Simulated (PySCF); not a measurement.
# Be (beryllium, neutral): UHF calculation

Configuration: [He] 2s1 2p1, high-spin 3P determinant (an excited configuration). All numbers are calculated (PySCF 2.14, the spin-free X2C one-electron Hamiltonian (Gaussian nucleus), in dyall-acv3z (15s9p4d2f, 76 functions)).

| Property | Result |
| --- | --- |
| Total energy | -14.516104 hartree |
| One-electron energy | -18.9024 hartree |
| Hartree (Coulomb) energy | 7.1234 hartree |
| Exchange energy | -2.7371 hartree |
| ⟨S²⟩ | 2.0000 |
| ⟨L²⟩ | 2.026 |
| Sum of ⟨r⟩ | 6.243 bohr |
| Sum of ⟨r²⟩ | 18.29 bohr² |
| Traceless quadrupole moment −½Σ⟨3z² − r²⟩ along its main axis | -4.67 e·bohr² |
| Langevin diamagnetic susceptibility | -14.5 ×10⁻⁶ cm³/mol |

```json
{"shell": "1s α", "electrons": "1", "mean orbital energy (eV)": "-129.62", "rms radius, mean of both spins (bohr)": "0.483"}
{"shell": "1s β", "electrons": "1", "mean orbital energy (eV)": "-128.55", "rms radius, mean of both spins (bohr)": "0.483"}
{"shell": "2s α", "electrons": "1", "mean orbital energy (eV)": "-10.783", "rms radius, mean of both spins (bohr)": "2.77"}
{"shell": "2p α", "electrons": "1", "mean orbital energy (eV)": "-6.688", "rms radius, mean of both spins (bohr)": "3.19"}
```

Spin-orbit constants ζ (cm⁻¹) from the X2C one-electron operator on these orbitals: bare nucleus, nucleus screened by l(l+1)(2l+1)/3 electrons, and screened by the Breit-Pauli mean field of the electrons.

```tsv
shell	bare	screened nucleus	mean field
2p	6.904	3.452	2.161
```

To first order the Landé constant is A = 1.081 cm⁻¹, so the lowest level has J = 0 and lies 0.000268 eV below the centre of the term. This holds in LS coupling only.
